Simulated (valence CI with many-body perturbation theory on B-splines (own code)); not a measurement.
Which ion has this spectrum?

A relativistic CI+MBPT calculation for an atom or ion with 21 electrons gives these levels (cm⁻¹):

```
   J  Parity       E     g
 3/2    even       0  0.70
 5/2    even  338295  1.05
 3/2    even  386124  1.18
 7/2    even  409774  1.05
 9/2    even  413052  1.04
 1/2    even  423922  1.83
 5/2    even  584265  1.28
 7/2    even  742228  1.10
 9/2    even  773632  1.13
 3/2    even  811043  1.12
 1/2    even  831950  1.49
11/2    even  844447  1.08
 5/2    even  849441  1.25
 5/2    even  903993  1.10
```

The energies are calculated, and their last digits are not significant.

**Question.** Which is it?
A. Lu50+
B. Ho46+
C. Er47+
D. Tb44+

**Answer.** C. Er47+, ground level (3d3/2^3) J=3/2.
